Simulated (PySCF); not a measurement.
# Structure from 2D NMR

Compound of formula C$_{5}$H$_{11}$NO. Correlations simulated from computed shifts and couplings:

HSQC (one-bond C–H):
```
  δH    δC  ¹J(C,H) (Hz)
1.07  29.5           134
```

COSY cross peaks (|J| ≥ 2 Hz):
```
  δH    δH  abs. J (Hz)  bonds
4.80  4.27          7.5      2
```

HMBC (two and three bonds, |J| ≥ 2.5 Hz):
```
  δH                    δC [abs. J in Hz]
4.80                          178.1 [5.7]
4.27                           38.1 [6.0]
1.07  178.1 [4.4], 38.1 [3.1], 29.5 [5.3]
```

Carbons without hydrogens: δ 178.1, 38.1.

Theoretical values (PySCF 2.14): coordinates at the PBE0-D3(BJ)/def2-SVP level, GIAO PBE0/pcSseg-1 shieldings, J couplings at B3LYP/pcJ-1 (spin–dipole term only in couplings to heteroatoms). Single conformer, in vacuum, one averaged value for each set of equivalent atoms, relativity neglected.

δ = σ(ref) − σ, references computed at the same level: ¹H, ¹³C vs TMS.

Exchangeable hydrogens are left out of these lists, and C,H couplings along chains are those of one rotamer, so weak HMBC peaks may be missing or extra.

Work out the connectivity.

Results:

`InChI=1S/C5H11NO/c1-5(2,3)4(6)7/h1-3H3,(H2,6,7)`.

Structure with atom numbers: `[CH3:1][C:2]([CH3:3])([CH3:4])[C:5]([NH2:6])=[O:7]`. Hydrogens are named by the atom that carries them. Ha(N6) is cis to the C=O or C=S heteroatom; Hb(N6) is trans to the C=O or C=S heteroatom.

δC 178.1 is C5, an amide carbonyl carbon. δC 38.1 is C2, a quaternary sp3 carbon α to a carbonyl. δC 29.5 is C1/C3/C4, a methyl carbon (δH 1.07). HMBC from δH 1.07 reaches the proton-free carbons C5, C2. COSY links 4.80–4.27.

The data come from this structure; uniqueness wasn't tested.

The OH or NH signal is concentration- and solvent-dependent in practice; the value given is the gas-phase one. The two substituents on the amide-type nitrogen aren't averaged: C–N rotation is slow on the NMR time scale. Shifts are as computed. Against solution values, carbons near 30 ppm lie about +2 ppm off and those near 130 ppm about +4 ppm. Of 246 compounds with measured shifts, 49 miss one by over three times the rms of a fit or turn the order of signals round; such compounds aren't used in these exercises. Hydrogen bonding in solution deshields acid and N–H amide carbonyl carbons by as much as 10 ppm beyond these values.
